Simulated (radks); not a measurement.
The numbers below are computed, except where a source is named.
Cu IV, configuration [Ar] 3d8.

Level of theory: scalar-relativistic Kohn-Sham, PBE, spin-unpolarised, spherical densities, finite nucleus; Fermi nuclear charge, rms radius 3.8823 fm (a radial shooting solver on a logarithmic mesh with Libxc functionals).

Energy parts (hartree):
| part | energy |
|---|---|
| total | -1652.32449 |
| kinetic | 1677.01247 |
| electron-nucleus | -3934.95638 |
| Hartree | 671.82237 |
| exchange-correlation | -66.20294 |

Orbitals (lengths in bohr, moments of r in powers of bohr; <r^-3> diverges for s and p1/2):
orbital  occ.  eigenvalue (hartree)  <1/r>  <r^-3>
1s          2             -326.9861  29.16       -
2s          2             -40.78244  6.328       -
2p          6             -35.43333  6.209   705.8
3s          2              -5.90517  2.014       -
3p          6              -4.32925  1.868   92.11
3d          8              -1.79749  1.528   9.076

The highest occupied level is 3d at -48.912 eV. Summed over all electrons, <r^2> = 12.90 bohr^2, which gives a Langevin (diamagnetic) susceptibility term of -10.2 x 10^-6 cm^3/mol. The density falls to 0.001 e/bohr^3 at r = 2.65 bohr. The electron density at the nucleus is 2.241e+04 e/bohr^3 (large components only). For comparison, the ionisation energy in NIST's Atomic Spectra Database is 57.38 eV (semi-empirical). In exact Kohn-Sham theory the highest level is minus the ionisation energy, but local and semilocal functionals leave it too shallow, through self-interaction and a potential that decays too fast; potentials with the right tail come closer.

Beside tabulated values, note that spin-unpolarised runs miss the spin-polarisation part of the exchange energy of open shells.
